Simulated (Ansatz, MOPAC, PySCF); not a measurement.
System: hydrogen telluride, H2Te (charge 0, singlet). SMILES: [TeH2]
Structure (B3LYP-D3(BJ)/def2-TZVP (Ansatz, a program for electronic structure) minimum search):
```
Te
H 1 1.6612
H 1 1.6612 2 90.43
```
Charge 0, spin multiplicity 1.

Unscaled harmonic wavenumbers (cm⁻¹) in rising order, each level at the stationary point that it reaches from this structure (no distance between atoms moves by over 0.3 Å); the order of modes can differ between levels, and a negative number is imaginary. B3LYP-D3(BJ)/def2-TZVP (PySCF, at the structure above): 891, 2126, 2133.

PM3 (MOPAC): 677, 2142, 2143. Zero-point energy 7.1 against 7.4 kcal/mol; where all levels lie over 400 cm⁻¹, the wavenumbers are on average 0.924 times those of B3LYP-D3(BJ)/def2-TZVP.

PM6 (MOPAC): 866, 1964, 2208. Zero-point energy 7.2 against 7.4 kcal/mol; where all levels lie over 400 cm⁻¹, the wavenumbers are on average 0.977 times those of B3LYP-D3(BJ)/def2-TZVP.

HF/3-21G (Ansatz): 971, 2168, 2171. Zero-point energy 7.6 against 7.4 kcal/mol; where all levels lie over 400 cm⁻¹, the wavenumbers are on average 1.042 times those of B3LYP-D3(BJ)/def2-TZVP.

B3LYP/6-31G* with LANL2DZ past Ar (Ansatz): 926, 2046, 2066. Zero-point energy 7.2 against 7.4 kcal/mol; where all levels lie over 400 cm⁻¹, the wavenumbers are on average 0.990 times those of B3LYP-D3(BJ)/def2-TZVP.
